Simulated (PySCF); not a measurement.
Li(Me) (CH3Li), SMILES [Li][CH3].

Geometry: B3LYP-D3(BJ)/def2-TZVPD. The isomer is the one that the SMILES or the coordinates give; other isomers of the formula were not compared.

Two levels are set side by side: PBE/def2-TZVPD (PySCF) and HF/def2-TZVPD (PySCF). Same geometry, gas phase. Differences are taken from unrounded values.

```
quantity                        HF
---------------------------  -----
orbital gap (eV)              7.81
highest occupied level (eV)  -7.75
lowest empty level (eV)       0.06
dipole moment (D)             5.94
mean polarisability (bohr³)   30.6
```

**Question.** What does PBE give, and how far is it from HF? (The exact figures need the calculation; the answer reports its results.)

**Answer.** 
| quantity | PBE | PBE minus HF |
|---|---|---|
| orbital gap (eV) | 2.32 | -5.49 |
| highest occupied level (eV) | -3.90 | 3.85 |
| lowest empty level (eV) | -1.58 | -1.64 |
| dipole moment (D) | 5.40 | -0.54 |
| mean polarisability (bohr³) | 43.3 | 12.7 |

Without exact exchange PBE keeps part of each electron's self-repulsion, which lifts occupied levels and narrows the gap. Loosely held outer electrons make PBE densities more polarisable. Differences between two approximate levels are no errors against the true value.

Rough cost on one machine, each run with all the roots and properties that it gave: HF against PBE about 1/7.
